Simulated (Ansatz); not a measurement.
Reaction (substitution at a C–Ge bond): `[CH3][GeH]([NH2])[F]` + `NCBO` → `COBCN` + `[NH2][GeH2][F]`

Gas-phase electronic energies from Ansatz, PBE0-D4/def2-TZVP geometries. CBS: MP2 limit from def2 TZ/QZ plus the TZ coupled-cluster correction, frozen cores. This one scheme is used for every species. Functionals use def2-TZVPP. B3LYP here is the variant with VWN-RPA as its local correlation; programs differ in this. For Ge outer-core shells are correlated without core-valence functions, which leaves a few kJ/mol of doubt a bond. Scalar relativity is left out up to krypton. One conformer a species, not always the lowest.

Task: Is it downhill or uphill in electronic energy at CCSD(T)/CBS, and by how much? (An estimate is asked.)

Result: Ansatz gave: Uphill: ΔE = +113.2 kJ/mol.

Task: What do these levels give: r2SCAN-D4, ωB97X-V, ωB97M-V, B2PLYP, PBE0, B3LYP, HF/def2-TZVPP, MP2/def2-TZVPP, SCS-MP2/def2-TZVPP, HF/def2-QZVPP, HF/CBS(def2), MP2/CBS(def2)? (Estimate.)

Result: Computed: r2SCAN-D4 111.1, ωB97X-V 104.7, ωB97M-V 109.8, B2PLYP 106.0, PBE0 108.5, B3LYP 99.6, HF/def2-TZVPP 87.0, MP2/def2-TZVPP 119.4, SCS-MP2/def2-TZVPP 109.2, HF/def2-QZVPP 85.2, HF/CBS(def2) 84.9, MP2/CBS(def2) 121.0 kJ/mol.

Largest T1 diagnostic among the species: 0.012.

In def2-TZVPP, CCSD(T) changes the Hartree–Fock value by +24.6 kJ/mol (the triples alone add +2.6 kJ/mol) and MP2 by +32.4 kJ/mol. The D4 term adds +3.5 kJ/mol with B3LYP and +1.7 kJ/mol with PBE0; it sums over pairs of atoms, weighted by their polarisabilities, and B3LYP, whose exchange is more repulsive, gets the larger term.
